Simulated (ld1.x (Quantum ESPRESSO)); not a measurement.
## Building the PAW potential for carbon (revPBE, non-relativistic).

```
Element                 : carbon
Generator               : ld1.x (Quantum ESPRESSO) 7.5
Type                    : PAW
Functional              : revPBE
Relativity              : non-relativistic
Frozen core             : [He]
Valence charge          : 4
Reference configuration : 2s2 2p2
Partial waves           : 2s (bound): rcut 1.20, rcutus 1.30 bohr; 2s channel at 0.45 Ry: rcut 1.20, rcutus 1.30 bohr; 2p (bound): rcut 2.10, rcutus 2.85 bohr; 2p channel at 0.7 Ry: rcut 2.10, rcutus 2.85 bohr; 3d channel at 0.15 Ry: rcut 2.05, rcutus 2.30 bohr
Local potential         : all-electron potential smoothed inside 1.50 bohr (lloc = -2)
Core correction         : Bessel-smoothed model core inside 1.15 bohr
Augmentation charge     : PSQ, radius 1.00 bohr
```

* Cutoffs needed: 8 Ry and 10 Ry (the cutoffs (Ry, on a coarse ladder) from which the occupation-weighted sum of valence levels, in a spherical-Bessel basis at the reference potential, stays within 10 and 1 mRy of its value at 400 Ry)
* Ghost test: no extra level below or beside the all-electron valence levels (s, p, d, f tested) (spherical-Bessel basis up to 400 Ry, 20 bohr box)
* Configuration tests: test run stopped at test 1 of 7 (negative rho)
* Lowest eigenvalue of the overlap operator: 0.19 (p channel)
* Density cutoff estimated by the generator: 371 Ry
